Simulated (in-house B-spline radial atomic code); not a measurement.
## Ionising Zr²⁺ with different functionals

Computed with a B-spline radial code for spherical atoms: four-component Dirac-Coulomb Hamiltonian, Fermi nucleus of rms radius 4.2694 fm, spin-restricted, spherical fractional occupations for the functionals. The ionisation energy is the difference of two self-consistent energies, [Kr] 4d2 → [Kr] 4d1, without Breit or QED terms; ε is the level of the shell that loses the electron (mean over j). The electron is taken from both j subshells in proportion to 2j + 1, so the result is a j average, not the step between ground levels.

Hybrids are left out here: with spherical fractional occupations of an open shell their exact exchange keeps a self-interaction that integer-occupation calculations don't have.

```json
{"method": "LDA VWN5", "rung": "LDA", "ΔSCF (eV)": "22.82", "-ε(4d) (eV)": "17.51"}
{"method": "relativistic LDA", "rung": "LDA", "ΔSCF (eV)": "22.84", "-ε(4d) (eV)": "17.52"}
{"method": "LDA PW92", "rung": "LDA", "ΔSCF (eV)": "22.82", "-ε(4d) (eV)": "17.51"}
{"method": "LDA exchange-only", "rung": "LDA", "ΔSCF (eV)": "21.46", "-ε(4d) (eV)": "16.22"}
{"method": "PBE", "rung": "GGA", "ΔSCF (eV)": "22.62", "-ε(4d) (eV)": "17.30"}
{"method": "PBEsol", "rung": "GGA", "ΔSCF (eV)": "22.58", "-ε(4d) (eV)": "17.26"}
{"method": "BLYP", "rung": "GGA", "ΔSCF (eV)": "22.56", "-ε(4d) (eV)": "17.25"}
{"method": "RPBE", "rung": "GGA", "ΔSCF (eV)": "22.58", "-ε(4d) (eV)": "17.24"}
{"method": "PW91", "rung": "GGA", "ΔSCF (eV)": "22.68", "-ε(4d) (eV)": "17.35"}
{"method": "BP86", "rung": "GGA", "ΔSCF (eV)": "22.68", "-ε(4d) (eV)": "17.38"}
{"method": "AM05", "rung": "GGA", "ΔSCF (eV)": "22.56", "-ε(4d) (eV)": "17.25"}
{"method": "OLYP", "rung": "GGA", "ΔSCF (eV)": "22.62", "-ε(4d) (eV)": "17.23"}
```

Task: How do they compare with the NIST value?

Result: NIST lists 23.170 eV ± 0.004 (semi-empirical, ground level to ground level). Errors run from -1.71 to -0.33 eV; relativistic LDA is closest (-0.33 eV), but part of that can be cancellation, since the calculations leave out Breit-QED terms, spin polarisation, the choice among j levels, multiplet and fine-structure energies.
